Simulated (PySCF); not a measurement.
AlBr2, SMILES [Br][Al+][Br], charge +1.

Geometry: B3LYP-D3(BJ)/def2-TZVP. The spin state was assumed, not searched. The isomer is the one that the SMILES or the coordinates give; other isomers of the formula were not compared.

Level of theory: IEF-PCM-PBE0/def2-SVP in PySCF.

The values are the electrostatic part of the solvation free energy, E(continuum) − E(gas) at the gas-phase geometry, in a cavity of scaled van der Waals radii (PySCF's table); cavitation and dispersion terms are not included. A continuum can't describe solvent molecules that bind to the metal. In vacuum the orbital gap is 6.25 eV.

Q: Estimate the values in water (ε = 78.36), acetone (ε = 20.49), diethylether (ε = 4.24). (The exact figures need the calculation; the answer reports its results.)

A: 
| solvent | ε | ΔG(elec) (kcal/mol) | gap (eV) |
|---|---|---|---|
| water | 78.36 | -68.1 | 6.63 |
| acetone | 20.49 | -65.3 | 6.61 |
| diethylether | 4.24 | -51.2 | 6.50 |
